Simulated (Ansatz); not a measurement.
CH4OSSi, SMILES `CS[Si]O`, relaxed with RKS PBE0-D4/def2-TZVP in Ansatz from a GFN2-xTB geometry. The force threshold is 0.005 eV/Å; the program also tests the step.

Total charge 0; spin multiplicity 1.

Start:

```xyz
8

C     0.288   -1.186   -0.835
S    -0.328    0.508   -1.214
Si    0.411    1.701    0.437
O    -0.658    2.049    1.624
H    -0.130   -1.533    0.105
H     1.371   -1.173   -0.796
H    -0.051   -1.815   -1.652
H    -0.902    1.449    2.332
```

| step | energy (eV) | largest force (eV/Å) | largest move (Å) |
| --- | --- | --- | --- |
| 1 | -21853.8956 | 1.048 | 0.000 |
| 2 | -21854.0977 | 0.644 | 0.195 |
| 3 | -21854.1874 | 2.514 | 0.192 |
| 4 | -21854.2875 | 3.069 | 0.200 |
| 5 | -21854.4889 | 1.029 | 0.160 |
| 6 | -21854.5411 | 0.314 | 0.195 |
| 7 | -21854.6234 | 0.536 | 0.192 |
| 8 | -21854.7174 | 0.909 | 0.194 |
| 9 | -21854.8097 | 0.694 | 0.191 |
| 10 | -21854.8809 | 0.249 | 0.200 |
| 11 | -21854.9040 | 0.063 | 0.200 |
| 12 (rejected) | -21854.9005 | 0.358 | 0.193 |
| 13 | -21854.9081 | 0.069 | 0.096 |
| 14 (rejected) | -21854.9079 | 0.146 | 0.049 |
| 15 | -21854.9093 | 0.021 | 0.025 |
| 16 | -21854.9097 | 0.014 | 0.028 |
| 17 | -21854.9097 | 0.022 | 0.009 |
| 18 | -21854.9097 | 0.002 | 0.003 |

End:

```xyz
8

C     0.303   -1.263   -0.845
S    -0.815   -0.124    0.016
Si    0.618    1.291    0.756
O    -0.365    2.352    1.550
H     0.207   -2.256   -0.409
H     1.338   -0.928   -0.752
H     0.032   -1.301   -1.899
H    -1.317    2.229    1.583
```

It took 47 s on 2 threads of an AMD EPYC 7R13 on a shared host, with 0.38 GiB of host memory at the peak.
